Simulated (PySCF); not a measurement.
CH5ClGaN, SMILES [CH3][Ga]([Cl])[NH2]. Atoms are numbered in the order given.

```xyz
9

Ga    -0.0493    -0.3142     0.0000
Cl     0.2714     1.8284     0.0000
C      1.4757    -1.5231     0.0000
H      2.0966    -1.3363     0.8887
H      1.1592    -2.5757     0.0000
H      2.0966    -1.3363    -0.8887
N     -1.7993    -0.7448     0.0000
H     -2.1606    -1.6900     0.0000
H     -2.5359    -0.0502     0.0000
```

Coordinates come from a PBE0-D3(BJ)/def2-SVP optimisation. The structure was generated by enumeration; whether it is a known compound was not checked. Other conformers were not sampled.

All values below come from KT2/pcSseg-1 run with PySCF.

GIAO shieldings, no solvent; atoms alike by connectivity are averaged. δ = σ(ref) − σ: ³⁵Cl against HCl (σ = 945.4 ppm); ¹³C against TMS (σ = 185.1 ppm); ¹H against TMS (σ = 31.47 ppm); ¹⁵N against NH3 (σ = 266.2 ppm), references at their B3LYP-D3(BJ)/def2-TZVP geometries, non-relativistic (without spin–orbit terms, shifts of atoms bonded to Cl or Br come out too high).

```tsv
nucleus	atoms	count	δ (ppm)
³⁵Cl	Cl2	1	38.0
¹³C	C3	1	-3.5
¹H	H8, H9	2	2.48
¹H	H4, H5, H6	3	0.60
¹⁵N	N7	1	66.1
```
